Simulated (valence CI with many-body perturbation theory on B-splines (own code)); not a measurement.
E1 transitions of Pm⁵⁶⁺

Calculated by valence CI with perturbative core correlation (CI+MBPT): three valence electrons over a frozen Dirac-Fock core [He], radial functions for each j: 11 s, 11 p, 10 d, 8 f, 5 g, 2 h, with the one-electron correlation potential Σ1, the two-electron term Σ2, the three-electron term Σ3, Breit, model QED; selected CI, second order for the rest, scaled by the run's own slope (own B-spline code, finite nucleus).

No measured spectrum was set against this ion. As an estimate, large intervals hold to a few tenths of a per cent, small ones and those within an open d or f shell to about a per cent.

Lines 51 to 100 of 565 in falling wavelength, among levels below 79635 × 10³ cm⁻¹, chosen from the strongest by gf and those to the six lowest levels. Wavelengths and rates use the calculated energies. Electric multipoles are in the length gauge, E1 and E2 with the static RPA response of the core. Weak lines are less certain than strong ones. Lines between different terms over intervals too small for the method are left out, as are lines whose strength nearly cancels. The highest levels of a list are the least certain.

Levels are named by their leading jj configuration (3d3/2^4 stands for four electrons in 3d with j = 3/2), which in mixed levels can hold well under half, so a name can repeat and another be missing. Letters in brackets count levels of one name in rising energy.

```tsv
λ vac (nm)	Upper	Lower	A (s⁻¹)	log gf	Branch %
12.09	(2s 2p1/2 4p3/2) J=5/2	(2s 2p1/2 4s) J=3/2	5.97e+10	-0.10	0.2
12.01	(2s 2p1/2 3d5/2) J=5/2 [b]	(2s 2p1/2 3p3/2) J=3/2 [b]	1.19e+10	-0.81	0.0
11.98	(2s 2p1/2 4p3/2) J=3/2 [b]	(2s 2p1/2 4s) J=3/2	2.46e+10	-0.67	0.0
9.517	(2p3/2^2 3d5/2) J=5/2 [a]	(2p3/2^2 3p3/2) J=5/2	1.03e+10	-1.08	0.0
9.007	(2s 2p1/2 2p3/2) J=3/2 [a]	(2s^2 2p3/2) J=3/2	5.83e+08	-2.55	4.2
8.361	(2p1/2 2p3/2 3p3/2) J=7/2	(2s 2p3/2 3p3/2) J=5/2 [b]	1.63e+10	-0.86	0.0
7.933	(2s 2p1/2 3p3/2) J=5/2	(2s^2 3p3/2) J=3/2	1.38e+10	-1.11	0.1
7.161	(2s 2p1/2 2p3/2) J=5/2	(2s^2 2p3/2) J=3/2	5.52e+09	-1.59	99.9
6.476	(2p1/2^2 3d3/2) J=3/2	(2s 2p1/2 3d3/2) J=1/2	3.38e+10	-1.07	0.0
6.285	(2s 2p1/2^2) J=1/2	(2s^2 2p1/2) J=1/2	1.40e+10	-1.78	100.0
6.204	(2p1/2 2p3/2 3p3/2) J=7/2	(2s 2p3/2 3p3/2) J=5/2 [a]	3.11e+10	-0.84	0.0
6.180	(2p1/2^2 3p3/2) J=3/2	(2s 2p1/2 3p3/2) J=1/2	7.82e+10	-0.75	0.0
6.040	(2p1/2 2p3/2 3p3/2) J=3/2 [a]	(2s 2p3/2 3p3/2) J=3/2 [a]	6.06e+10	-0.88	0.0
5.964	(2p1/2^2 4f7/2) J=7/2	(2s 2p1/2 4f7/2) J=9/2	2.20e+10	-1.03	0.0
5.961	(2p1/2 2p3/2 3d3/2) J=5/2 [b]	(2p1/2 2p3/2 3p1/2) J=3/2 [b]	5.31e+10	-0.77	0.0
5.923	(2p1/2^2 2p3/2) J=3/2	(2s 2p1/2 2p3/2) J=1/2	1.01e+10	-1.67	0.7
5.876	(2p1/2^2 4d5/2) J=5/2	(2s 2p1/2 4d5/2) J=7/2	2.74e+10	-1.07	0.0
5.845	(2p1/2 2p3/2 3d3/2) J=7/2	(2s 2p3/2 3d3/2) J=5/2 [a]	2.81e+10	-0.94	0.3
5.832	(2s 2p1/2 3d3/2) J=3/2 [b]	(2s 2p1/2 3p1/2) J=1/2 [b]	5.51e+10	-0.95	0.0
5.824	(2p1/2 2p3/2 3d5/2) J=7/2 [a]	(2s 2p3/2 3d5/2) J=9/2	1.94e+10	-1.10	0.1
5.814	(2p1/2 2p3/2 3d3/2) J=3/2 [b]	(2p1/2 2p3/2 3p1/2) J=3/2 [b]	7.10e+10	-0.84	0.0
5.685	(2p1/2^2 3d5/2) J=5/2	(2s 2p1/2 3d5/2) J=7/2	3.03e+10	-1.05	0.0
5.615	(2p3/2^2 3p3/2) J=5/2	(2p3/2^2 3s) J=3/2	8.24e+10	-0.63	0.0
5.607	(2s 2p1/2 3d3/2) J=1/2	(2s 2p1/2 3p1/2) J=1/2 [b]	1.10e+11	-0.98	0.0
5.600	(2p1/2 2p3/2 3d3/2) J=1/2 [b]	(2p1/2 2p3/2 3p1/2) J=3/2 [b]	8.75e+10	-1.08	0.0
5.590	(2p1/2 2p3/2 3p3/2) J=5/2 [b]	(2s 2p3/2 3p3/2) J=5/2 [a]	4.40e+10	-0.91	0.0
5.579	(2p3/2^2 3d3/2) J=3/2 [b]	(2p3/2^2 3p1/2) J=1/2	8.86e+10	-0.78	0.0
5.576	(2p3/2^2 3p3/2) J=1/2	(2p3/2^2 3s) J=3/2	1.69e+11	-0.80	0.1
5.547	(2p3/2^2 3d3/2) J=5/2	(2p3/2^2 3p1/2) J=5/2	6.21e+10	-0.76	0.0
5.528	(2s 2p3/2 3d3/2) J=5/2 [a]	(2s 2p3/2 3p1/2) J=5/2	7.70e+10	-0.67	0.0
5.524	(2p3/2^2 3d3/2) J=3/2 [a]	(2p3/2^2 3p1/2) J=3/2	9.54e+10	-0.76	0.0
5.505	(2p3/2^2 3d3/2) J=7/2	(2p3/2^2 3p1/2) J=5/2	1.24e+11	-0.35	0.0
5.486	(2p3/2^2 3d3/2) J=5/2	(2p3/2^2 3p1/2) J=3/2	5.67e+10	-0.81	0.0
5.469	(2s 2p3/2 3d3/2) J=5/2 [a]	(2s 2p3/2 3p1/2) J=3/2 [a]	4.93e+10	-0.88	0.0
5.466	(2s 2p3/2 3d3/2) J=7/2	(2s 2p3/2 3p1/2) J=5/2	1.10e+11	-0.40	0.0
5.438	(2s 2p3/2 3d3/2) J=5/2 [b]	(2s 2p3/2 3p1/2) J=3/2 [b]	1.28e+11	-0.47	0.0
5.430	(2s 2p1/2 3d3/2) J=3/2 [a]	(2s 2p1/2 3p1/2) J=1/2 [a]	1.16e+11	-0.69	0.1
5.406	(2p3/2^2 3d3/2) J=1/2	(2p3/2^2 3p1/2) J=3/2	1.25e+11	-0.96	0.0
5.402	(2p1/2 2p3/2 3d3/2) J=5/2 [a]	(2p1/2 2p3/2 3p1/2) J=3/2 [a]	8.27e+10	-0.66	0.1
5.394	(2s 2p1/2 2p3/2) J=1/2	(2s^2 2p3/2) J=3/2	1.16e+10	-2.00	0.5
5.387	(2s 2p1/2 3d3/2) J=5/2	(2s 2p1/2 3p1/2) J=3/2	1.12e+11	-0.53	0.1
5.386	(2p3/2^2 3p3/2) J=5/2	(2p3/2^2 3s) J=5/2	1.00e+11	-0.58	0.0
5.385	(2p3/2^2 3p3/2) J=7/2	(2p3/2^2 3s) J=5/2	1.99e+11	-0.16	0.1
5.381	(2s 2p3/2 3d3/2) J=3/2 [a]	(2s 2p3/2 3p1/2) J=3/2 [a]	9.97e+10	-0.76	0.0
5.377	(2s^2 3d3/2) J=3/2	(2s^2 3p1/2) J=1/2	1.24e+11	-0.67	0.0
5.371	(2s 2p1/2 3p3/2) J=3/2 [b]	(2s 2p1/2 3s) J=1/2 [b]	1.04e+11	-0.74	0.1
5.365	(2s 2p1/2 2p3/2) J=3/2 [b]	(2s^2 2p3/2) J=3/2	8.16e+09	-1.85	0.4
5.331	(2p1/2 2p3/2 3d3/2) J=7/2	(2p1/2 2p3/2 3p1/2) J=5/2	8.67e+10	-0.53	1.0
5.315	(2s 2p3/2 3d3/2) J=1/2 [a]	(2s 2p3/2 3p1/2) J=3/2 [a]	1.54e+11	-0.88	0.0
5.314	(2p1/2 2p3/2 3d3/2) J=3/2 [a]	(2p1/2 2p3/2 3p1/2) J=1/2	6.35e+10	-0.97	0.0
```

(1) How does gf follow from A for the line at 6.285 nm?

Answers

(1) gf = 1.4992 × (2J+1)_upper × A / σ², with σ = 1591196 cm⁻¹ and 2J+1 = 2: gf = 0.0166.
